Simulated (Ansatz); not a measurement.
Mulliken charges of C4H3FSe (`Fc1ccc[se]1`) from ωB97M-V/def2-TZVPP in Ansatz (PBE0-D4/def2-TZVP geometry).

| atom | x (Å) | y (Å) | z (Å) | charge (e) |
| --- | --- | --- | --- | --- |
| F1 | 2.178 | 0.634 | -1.398 | -0.175 |
| C2 | 1.057 | 0.435 | -0.723 | 0.067 |
| C3 | 0.686 | -0.713 | -0.117 | -0.109 |
| C4 | -0.579 | -0.617 | 0.532 | -0.160 |
| C5 | -1.195 | 0.586 | 0.440 | -0.190 |
| Se6 | -0.189 | 1.808 | -0.535 | 0.203 |
| H7 | 1.300 | -1.604 | -0.134 | 0.122 |
| H8 | -1.020 | -1.451 | 1.064 | 0.121 |
| H9 | -2.149 | 0.875 | 0.853 | 0.120 |

By hand: the dipole of these point charges (1 e Å = 4.8032 D).

Σ q r = (-0.326, 0.084, 0.146) e Å, of length 0.367 e Å = 1.76 D.

How does the dipole of the full density compare? (Estimate.)

The calculation gave: (-0.226, -0.096, 0.156) e Å, 1.40 D; the point charges give 1.26 times that, at 34° from its direction.

Point charges leave out the atoms' own dipoles, such as those of lone pairs, and Mulliken's split depends on the basis, so the two needn't agree.
